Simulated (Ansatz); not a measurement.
Wavefunction ladder for `[NH2][Hf]([OH])([F])[Cl]`

Z-matrix (Å, degrees):
```
Hf
O 1 1.906
F 1 1.911 2 113.7
N 1 2.017 2 106.0 3 -118.7
Cl 1 2.370 2 111.3 3 121.6
H 2 0.952 1 165.1 3 -47.4
H 4 1.011 1 125.6 2 167.0
H 4 1.010 1 125.5 2 -12.8
```

The species carries charge 0 and has multiplicity 1. Correlated methods include outer-core shells of Hf, which these sets cover unevenly. Hf: def2 effective core potential. Geometry: relaxed with PBE0-D4/def2-TZVP. It is one conformer, not always the lowest. Frozen core, restricted reference, Ansatz 0.2.0.

| basis | HF (Eh) | MP2 corr. | CCSD corr. | (T) | CCSD(T) total |
| --- | --- | --- | --- | --- | --- |
| def2-SVP | -737.42948 | -0.90243 | -0.92334 | -0.02392 | -738.37674 |
| def2-TZVPP | -737.89637 | -1.21675 | -1.23218 | -0.04771 | -739.17626 |
| def2-QZVPP | -737.92076 | -1.34546 | – | – | – |
